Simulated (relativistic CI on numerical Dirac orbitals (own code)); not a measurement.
## Sensitivity of the levels of Tm⁵⁰⁺ to α and to the nuclear radius

These numbers are calculated, not measured: Dirac-Coulomb-Breit CI, orbitals from a KLI potential per configuration, derivatives by finite differences, unscaled Slater integrals, QED left out (own radial code, finite nucleus).

CI space (outside the closed core [Ne]): 3s2 3p6 3d, 3s2 3p5 3d2, 3s 3p6 3d2, 3s2 3p6 4s, 3s2 3p6 4p, 3p6 3d3, 3p5 3d4. Double excitations out of closed p, d and f shells are left out; levels of such configurations are missing from the list, as are those of other unlisted configurations, and high levels can miss mixing partners.

With x = (α/α₀)² − 1 an excitation energy changes as ω = ω₀ + qx; K = 2q/ω₀ is the relative enhancement. Terms are leading LS components, so labels can repeat. The field-shift factor is F = δν/δ⟨r²⟩ for the transition from the lowest level.

Lowest level 3s2 3p6 3d 2D_3/2.

```
               Level  ω₀ (cm⁻¹)  q (cm⁻¹)       K  F (GHz/fm²)
   3s2 3p6 3d 2D_5/2     447201    452600    2.02         8.45
 3s2 3p5 3d2 4D°_3/2    1860464    104600   0.112         13.9
 3s2 3p5 3d2 4D°_1/2    1867012    132300   0.142         14.2
 3s2 3p5 3d2 4F°_5/2    1912719    106700   0.112         14.2
 3s2 3p5 3d2 2G°_7/2    1935399     93650  0.0968           14
 3s2 3p5 3d2 2P°_3/2    2096166    133800   0.128         14.6
 3s2 3p5 3d2 4D°_5/2    2266242    545600   0.481         22.1
 3s2 3p5 3d2 4G°_9/2    2302333    538300   0.468         22.3
 3s2 3p5 3d2 4F°_7/2    2321710    553000   0.476         22.6
 3s2 3p5 3d2 4D°_3/2    2350830    556400   0.473         21.9
 3s2 3p5 3d2 4P°_5/2    2366887    551400   0.466         22.4
3s2 3p5 3d2 2H°_11/2    2382443    544200   0.457         22.9
 3s2 3p5 3d2 2G°_7/2    2393587    544700   0.455         22.5
```

At this charge energies of transitions that change n are usually good to better than 1 %, and those within a shell (Δn = 0) to a few per cent.
